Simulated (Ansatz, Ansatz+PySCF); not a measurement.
```xyz
4

H     0.0000    0.0000    0.0000
H     0.0000    0.0000    2.5000
H     0.0000    0.0000    5.0000
H     0.0000    0.0000    7.5000
```

Basis set: cc-pVDZ (spherical functions). All electrons are correlated. Charge 0, multiplicity 1.

Computed with Ansatz (development build ahead of 0.2.0); each method stands on the lowest determinant of its kind that the runs found. Restricted open shells among the atoms or ions are ROHF, correlated in semicanonical orbitals with singles. Restricted functionals stand beside restricted open-shell atoms, which can lie above the unrestricted atoms usual in DFT and then raise those values.

The atomization energy at this shape (free ground-state atoms in the same class of orbitals less the molecule, no zero-point energy) of singlet H4:

| method | atomization energy |
| --- | --- |
| r²SCAN (unrestricted) | 9.91 kcal/mol |
| PBE0 (unrestricted) | 4.20 kcal/mol |
| UHF-CCSDT(Q) | 5.21 kcal/mol |
| UHF-CCSD(T) | 5.12 kcal/mol |
| RHF-CCSDT(Q) | 4.62 kcal/mol |
| PBE (unrestricted) | 5.00 kcal/mol |
| UHF-MP2 | 1.94 kcal/mol |
| UHF | 1.51 kcal/mol |
| ωB97X (unrestricted) | -3.17 kcal/mol |
| PBE (restricted) | -43.28 kcal/mol |
| r²SCAN (restricted) | -54.91 kcal/mol |
| PBE0 (restricted) | -69.76 kcal/mol |
| RHF-MP2 | -78.06 kcal/mol |
| RHF | -165.14 kcal/mol |

(1) What does ωB97X (restricted) give?

Results:

(1) -88.06 kcal/mol. Caution: the shape is not the minimum. Caution for r²SCAN (unrestricted), PBE (unrestricted): the unrestricted determinant is spin contaminated. Caution for PBE0 (unrestricted), UHF-CCSDT(Q), UHF-CCSD(T), UHF-MP2, UHF, ωB97X (unrestricted): the determinant breaks the point group; the unrestricted determinant is a mixture of spin states. Caution for UHF-CCSDT(Q), UHF-CCSD(T), RHF-CCSDT(Q), UHF-MP2, RHF-MP2: large amplitudes, a single reference is doubtful. Caution for RHF-CCSDT(Q), PBE (restricted), r²SCAN (restricted), PBE0 (restricted), RHF-MP2, ωB97X (restricted), RHF: an unrestricted determinant lies well below. Caution for RHF-CCSDT(Q): the amplitudes may be one of several solutions. Caution for PBE (restricted), r²SCAN (restricted), PBE0 (restricted), RHF-MP2, ωB97X (restricted), RHF: the molecule lies well above its atoms at this level.
